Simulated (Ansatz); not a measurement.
Reaction (cleavage of the Si–B bond): `[SiH3]B1CN1` + `CNB[SiH3]` → `CN([SiH3])B[SiH3]` + `B1CN1`

Gas-phase electronic energies from Ansatz, PBE0-D4/def2-TZVP geometries. CCSD(T)/CBS adds triple-zeta CCSD(T) − MP2 to the extrapolated MP2 energy (def2 sets, frozen cores). This one scheme is used for every species. DFT in def2-TZVPP. B3LYP here is the variant with VWN-RPA as its local correlation; programs differ in this. Each species was taken in one conformer, which may not be the lowest.

`[SiH3]B1CN1`:

```xyz
10

Si   -0.996    0.639   -1.388
B     0.029   -0.086    0.152
C     1.343   -0.338    0.984
N    -0.009   -0.775    1.306
H    -0.867    2.122   -1.420
H    -0.441    0.104   -2.661
H    -2.443    0.296   -1.327
H     2.053   -1.111    0.694
H     1.770    0.442    1.612
H    -0.439   -1.293    2.048
```

`CNB[SiH3]`:

Z-matrix (Å, degrees):
```
C
N 1 1.446
H 1 1.094 2 111.3
H 1 1.089 2 109.0 3 -119.6
H 1 1.094 2 111.3 3 120.7
B 2 1.384 1 127.0 3 119.8
H 2 1.009 1 113.5 3 -60.2
Si 6 2.014 2 120.4 1 180.0
H 6 1.201 2 117.4 1 -0.0
H 8 1.492 6 111.7 2 120.3
H 8 1.495 6 111.8 2 0.1
H 8 1.492 6 111.7 2 -120.0
```

`CN([SiH3])B[SiH3]`:

Z-matrix (Å, degrees):
```
C
N 1 1.461
H 1 1.090 2 109.7
H 1 1.095 2 111.0 3 -120.0
H 1 1.095 2 111.0 3 120.0
Si 2 1.753 1 114.6 3 -179.4
B 2 1.397 1 121.4 3 0.6
H 6 1.487 2 109.2 1 -58.7
H 6 1.479 2 109.3 1 -179.7
H 6 1.487 2 109.2 1 59.3
Si 7 2.029 2 124.9 1 179.9
H 7 1.204 2 116.7 1 -0.1
H 11 1.493 7 112.6 2 -60.5
H 11 1.490 7 110.1 2 179.9
H 11 1.493 7 112.6 2 60.4
```

`B1CN1`:

Z-matrix (Å, degrees):
```
C
N 1 1.467
B 1 1.562 2 52.5
H 1 1.090 2 116.6 3 110.6
H 1 1.090 2 116.6 3 -110.6
H 2 1.002 1 135.2 3 180.0
H 3 1.183 1 155.2 2 -180.0
```

```tsv
level	ΔE (kJ/mol)	difference from CCSD(T)/CBS
r2SCAN-D4	-21.9	8.2
PBE0-D4	-18.4	11.7
B3LYP-D4	-27.7	2.4
ωB97X-V	-26.6	3.5
ωB97M-V	-31.6	-1.5
B2PLYP	-25.2	4.9
PBE	-6.8	23.3
r2SCAN	-20.3	9.8
PBE0	-12.7	17.4
B3LYP	-17.0	13.1
HF/def2-TZVPP	-30.8	-0.7
HF/def2-QZVPP	-32.2	-2.1
MP2/def2-QZVPP	-37.4	-7.3
SCS-MP2/def2-QZVPP	-36.0	-5.9
HF/CBS(def2)	-32.4	-2.3
CCSD/CBS(def2)	-30.1	0.0
CCSD(T)/CBS	-30.1	0
```

Largest T1 diagnostic among the species: 0.014.

From PBE to PBE0 (25 % exact exchange), in def2-TZVPP and without D4, ΔE moves by −5.9 kJ/mol. The D4 term adds −10.7 kJ/mol with B3LYP and −5.7 kJ/mol with PBE0; it sums over pairs of atoms, weighted by their polarisabilities, and B3LYP, whose exchange is more repulsive, gets the larger term.
